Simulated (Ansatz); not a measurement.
Ideal-gas functions of Cl2HIn (`[Cl][InH][Cl]`) at 400 K and 1 bar, from an Ansatz frequency run at PBE0-D4/def2-TZVP.

Molar mass 186.73 g/mol, point group C2v (symmetry number 2), electronic degeneracy 1, moments of inertia 78.348, 260.145, 338.492 u Å². Harmonic wavenumbers (cm⁻¹, unscaled): 101, 362, 368, 380, 467, 1910.

Use S(trans) = R[1.5 ln M + 2.5 ln T − 1.1517]; rotational temperatures θ = 24.2544 K / I; S(rot) = R[ln(√π/σ · √(T³/θAθBθC)) + 1.5]; for each mode x = 1.438777 ν̃/T, S = R[x/(eˣ − 1) − ln(1 − e⁻ˣ)] and H = RT x/(eˣ − 1); 1 cm⁻¹ = 0.0119627 kJ/mol; R = 8.31446 J/(mol·K).

**Question.** By hand: the entropy, in J/(mol·K).

**Answer.** Translation 180.2. Rotation: θ = 0.3096, 0.0932, 0.0717 K, giving 111.9. Vibration, mode by mode: 16.78, 6.68, 6.56, 6.33, 4.92, 0.07, in all 41.3. Electronic 0.0. Sum 333.4 J/(mol·K).

**Question.** By hand: H − E and G − E in kJ/mol, counted from the electronic energy.

**Answer.** Zero-point energy ½ × 3588 × 0.0119627 = 21.5; thermal vibration 8.8; translation, rotation and pV give 4 RT = 13.3. H − E = 43.6 kJ/mol, and G − E = 43.6 − 400 × 333.4/1000 = -89.8 kJ/mol.

Vibration gives 12 % of the entropy, 16.8 J/(mol·K) of it from the mode under 150 cm⁻¹: soft modes count most, and the harmonic formula is weakest for them.
